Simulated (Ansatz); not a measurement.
Isolated molecules relaxed with PBE0-D4/def2-TZVP in Ansatz; ΔE leaves out vibrations. CCSD(T)/CBS is the MP2 limit (def2-TZVPP, def2-QZVPP) plus CCSD(T) − MP2 in def2-TZVPP, frozen cores. This one scheme is used for every species. DFT in def2-TZVPP. B3LYP here is the variant with VWN-RPA as its local correlation; programs differ in this. For Se outer-core shells are correlated without core-valence functions, which leaves a few kJ/mol of doubt a bond. Scalar relativity is left out up to krypton. One conformer a species, not always the lowest.

Reaction (formal exchange of groups at the Se–Si bond): `F[Si]1([SeH])CO1` + `N[SiH2][SiH3]` → `N[SiH2][SiH2][SeH]` + `F[SiH]1CO1`

Task: Is it downhill or uphill in electronic energy at CCSD(T)/CBS, and by how much? (An estimate is asked.)

Result: Ansatz gave: Nearly level: ΔE = -2.6 kJ/mol.

Task: What do these levels give: PBE-D4, PBE0-D4, B3LYP, SCS-MP2/def2-TZVPP, CCSD(T)/def2-TZVPP, SCS-MP2/def2-QZVPP? (Estimate.)

Result: The calculation gave: PBE-D4 0.1, PBE0-D4 -1.4, B3LYP 1.2, SCS-MP2/def2-TZVPP -1.3, CCSD(T)/def2-TZVPP 0.3, SCS-MP2/def2-QZVPP -2.8 kJ/mol.

Largest T1 diagnostic among the species: 0.013.
